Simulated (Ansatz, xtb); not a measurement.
## Relative energy of two isomers of C4H6Br2

Structure I: `Br[C@@H]1CC[C@H]1Br`, a singlet. Structure II: `BrC1(Br)CCC1`, a singlet. Both are isolated molecules in the gas phase, relaxed with PBE0-D3(BJ)/def2-SVP.

I (Å):

| atom | x (Å) | y (Å) | z (Å) |
| --- | --- | --- | --- |
| C | -1.8143 | -0.6455 | -0.4576 |
| C | -2.0125 | -1.7371 | 0.6012 |
| C | -0.4752 | -1.8081 | 0.7198 |
| C | -0.4304 | -0.3935 | 0.1293 |
| Br | -3.0548 | 0.8292 | -0.5380 |
| Br | 0.9992 | 0.0831 | -1.0745 |
| H | -1.7504 | -1.0578 | -1.4730 |
| H | -2.4768 | -1.3295 | 1.5104 |
| H | -2.5562 | -2.6390 | 0.2888 |
| H | -0.0321 | -1.9446 | 1.7157 |
| H | -0.0426 | -2.5425 | 0.0258 |
| H | -0.4591 | 0.3823 | 0.9055 |

II (Å):

```xyz
12

C    -2.0178   -1.4301    0.5673
C    -1.4250   -0.0258    0.4001
C    -0.2997   -0.6661   -0.4377
C    -0.6602   -2.0309    0.1832
Br   -2.7302   -1.8901    2.3083
Br   -3.3566   -1.7922   -0.8049
H    -1.0553    0.3374    1.3704
H    -2.0710    0.7378   -0.0528
H     0.7201   -0.2958   -0.2643
H    -0.5182   -0.6330   -1.5140
H    -0.0748   -2.2331    1.0923
H    -0.6728   -2.9282   -0.4494
```

Quicker runs give these differences E(II) − E(I): GFN2-xTB +0.097 eV; HF/STO-3G +0.135 eV (at GFN2-xTB geometries); r2SCAN-D4/def2-SVP +0.137 eV (at GFN2-xTB geometries).

Task: Estimate E(II) − E(I) at the level CCSD(T)/def2-SVP + ΔMP2/def2-TZVPP.

Result: Calculated at CCSD(T)/def2-SVP + ΔMP2/def2-TZVPP: E(II) − E(I) = +0.166 eV, so structure I lies lower.

The same difference at several levels:

```json
{"level": "GFN2-xTB", "geometry": "GFN2-xTB", "E(II) − E(I) (eV)": "+0.097", "departure from the last row (eV)": "−0.069", "job, with rough time for the two": "optimisation, 0.24 s"}
{"level": "HF/STO-3G", "geometry": "GFN2-xTB", "E(II) − E(I) (eV)": "+0.135", "departure from the last row (eV)": "−0.031", "job, with rough time for the two": "single point, 0.78 s"}
{"level": "r2SCAN-D4/def2-SVP", "geometry": "GFN2-xTB", "E(II) − E(I) (eV)": "+0.137", "departure from the last row (eV)": "−0.029", "job, with rough time for the two": "single point, 7.2 s"}
{"level": "PBE0-D3(BJ)/def2-SVP", "geometry": "PBE0-D3(BJ)/def2-SVP", "E(II) − E(I) (eV)": "+0.183", "departure from the last row (eV)": "+0.017", "job, with rough time for the two": "optimisation, 95 s"}
{"level": "HF/def2-SVP", "geometry": "PBE0-D3(BJ)/def2-SVP", "E(II) − E(I) (eV)": "+0.290", "departure from the last row (eV)": "+0.124", "job, with rough time for the two": "part of the CCSD(T) run"}
{"level": "MP2/def2-SVP", "geometry": "PBE0-D3(BJ)/def2-SVP", "E(II) − E(I) (eV)": "+0.144", "departure from the last row (eV)": "−0.022", "job, with rough time for the two": "part of the CCSD(T) run"}
{"level": "CCSD(T)/def2-SVP", "geometry": "PBE0-D3(BJ)/def2-SVP", "E(II) − E(I) (eV)": "+0.162", "departure from the last row (eV)": "−0.004", "job, with rough time for the two": "single point"}
{"level": "CCSD(T)/def2-SVP + ΔMP2/def2-TZVPP", "geometry": "PBE0-D3(BJ)/def2-SVP", "E(II) − E(I) (eV)": "+0.166", "departure from the last row (eV)": "", "job, with rough time for the two": "single point, 2.8 min"}
```

As drawn, both hold the same kinds of bond in the same numbers.

The levels shown agree on the order. The largest departure from CCSD(T)/def2-SVP + ΔMP2/def2-TZVPP is that of HF/def2-SVP, 0.124 eV. The last row adds to CCSD(T) the change of the MP2 difference between the two basis sets, here +0.004 eV.

With thermal terms from frequencies at re-optimised GFN2-xTB minima (ideal gas, soft modes damped towards free rotors, one conformer each, 298.15 K, 1 atm): on the last row, ΔE + ΔZPE = +0.156, ΔH = +0.160, ΔG = +0.145 eV.

The correlated steps freeze 22 core orbitals; the filled d shell of Br is correlated, in a basis made for valence electrons. Mirror images aren't counted in ΔG. Programs: Ansatz 0.2.0, xtb 6.7.1; the last row on 2 threads of Arm Neoverse V2 on a shared host.
